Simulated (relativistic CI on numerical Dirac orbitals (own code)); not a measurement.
# Cu²⁺ in a cubic cluster: 2p photoemission with charge transfer

Computed with a charge-transfer multiplet model of a cubic metal-ligand cluster with up to one ligand hole, Slater and spin-orbit integrals from Dirac-Coulomb-Breit ions, Slater integrals scaled by 0.8. The ground state mixes d9 with configurations of k ligand holes L, whose averages lie at kΔ + k(k − 1)U_dd/2; a core hole lowers each added d electron by U_cd. 300 K, Lorentzian 0.6 eV and Gaussian 0.8 eV FWHM.

Atomic integrals in eV (Slater integrals scaled, ζ unscaled), ground: F2dd 11.066, F4dd 6.905, zeta_d 0.099; with the core hole: F2dd 11.066, F4dd 6.905, zeta_d 0.138, zeta_core 13.377, F2cd 7.060, G1cd 5.412, G3cd 3.079.

Cluster parameters (eV): Δ = 5.5, U_dd = 6.6, 10Dq = 1.45, 10Dq(ligand) = 1.5, V(eg) = 2.45, V(t2g) = -1.34, final-state hopping factor = 1.

| Case | n_d | d9 | d10L | S |
| --- | --- | --- | --- | --- |
| U_cd = 7.2 eV | 9.13 | 0.87 | 0.13 | 0.50 |
| U_cd = 8.4 eV | 9.13 | 0.87 | 0.13 | 0.50 |
| U_cd = 9 eV | 9.13 | 0.87 | 0.13 | 0.50 |
| U_cd = 9.6 eV | 9.13 | 0.87 | 0.13 | 0.50 |
| U_cd = 10.2 eV | 9.13 | 0.87 | 0.13 | 0.50 |

Weights, n_d and S are thermal averages at 300 K. Binding energies count from the first peak over 30 % of the highest in each spectrum, which can be another peak from case to case. The parameters are a model scan and need not match a compound or its usual spin state. Peaks in eV (height, largest 100):
- U_cd = 7.2 eV: 0.0 (100), 4.8 (23), 6.6 (21), 20.2 (49), 25.8 (18)
- U_cd = 8.4 eV: 0.0 (100), 5.1 (35), 7.2 (26), 20.2 (49), 26.3 (24)
- U_cd = 9 eV: 0.0 (100), 5.3 (42), 7.5 (29), 20.1 (49), 26.6 (27)
- U_cd = 9.6 eV: 0.0 (100), 5.7 (50), 7.9 (31), 20.1 (49), 27.0 (31)
- U_cd = 10.2 eV: 0.0 (100), 6.0 (59), 8.3 (34), 20.1 (49), 26.5 (25), 27.5 (34)

Curve for U_cd = 9.6 eV (points under 2 left out, the grid thinned):

(E (eV), Intensity): (-2.9, 2.0), (-2.4, 2.9), (-1.9, 4.7), (-1.4, 9.3), (-0.9, 25.6), (-0.4, 72.9), (0.1, 97.9), (0.6, 52.0), (1.2, 14.6), (1.7, 6.8), (2.2, 4.4), (2.7, 3.4), (3.2, 3.2), (3.7, 3.7), (4.2, 5.6), (4.7, 12.7), (5.2, 34.4), (5.7, 50.3), (6.2, 35.4), (6.7, 22.9), (7.2, 22.6), (7.7, 30.0), (8.3, 25.9), (8.8, 13.0), (9.3, 5.5), (9.8, 2.7), (18.2, 2.3), (18.7, 4.4), (19.2, 11.5), (19.7, 33.4), (20.2, 48.3), (20.7, 26.6), (21.2, 8.9), (21.7, 3.8), (22.2, 2.4), (24.5, 2.6), (25.0, 5.3), (25.6, 16.2), (26.1, 22.2), (26.6, 24.8), (27.1, 30.5), (27.6, 18.9), (28.1, 8.2), (28.6, 4.3), (29.1, 2.2)

For the case U_cd = 8.4 eV, Δ = 5.5 eV is smaller than U_dd = 6.6 eV, the charge-transfer side of the Zaanen-Sawatzky-Allen scheme. With the core hole the configuration with one ligand hole lies at Δ − U_cd = -1.7, -2.9, -3.5, -4.1, -4.7 eV from the one without, in the order of the table; where this is negative the screened configuration lies lower, though the effective hopping of about 2.3 eV (from the holes of the mixed ground state) mixes the two strongly wherever it is as large as the gap.
